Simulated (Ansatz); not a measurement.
Ideal-gas functions of `Cl[Se]Cl` at 500 K and 1 bar, from an Ansatz frequency run at PBE0-D4/def2-TZVP.

Molar mass 149.87 g/mol, point group C2v (symmetry number 2), electronic degeneracy 1, moments of inertia 68.885, 196.043, 264.928 u Å². Harmonic wavenumbers (cm⁻¹, unscaled): 162, 415, 437.

Use S(trans) = R[1.5 ln M + 2.5 ln T − 1.1517]; rotational temperatures θ = 24.2544 K / I; S(rot) = R[ln(√π/σ · √(T³/θAθBθC)) + 1.5]; for each mode x = 1.438777 ν̃/T, S = R[x/(eˣ − 1) − ln(1 − e⁻ˣ)] and H = RT x/(eˣ − 1); 1 cm⁻¹ = 0.0119627 kJ/mol; R = 8.31446 J/(mol·K).

Problem. By hand: the entropy, in J/(mol·K).

Solution. Translation 182.1. Rotation: θ = 0.3521, 0.1237, 0.0916 K, giving 111.9. Vibration, mode by mode: 14.74, 7.32, 6.94, in all 29.0. Electronic 0.0. Sum 323.0 J/(mol·K).

Problem. By hand: H − E and G − E in kJ/mol, counted from the electronic energy.

Solution. Zero-point energy ½ × 1014 × 0.0119627 = 6.1; thermal vibration 7.5; translation, rotation and pV give 4 RT = 16.6. H − E = 30.2 kJ/mol, and G − E = 30.2 − 500 × 323.0/1000 = -131.3 kJ/mol.

Vibration gives 9 % of the entropy.
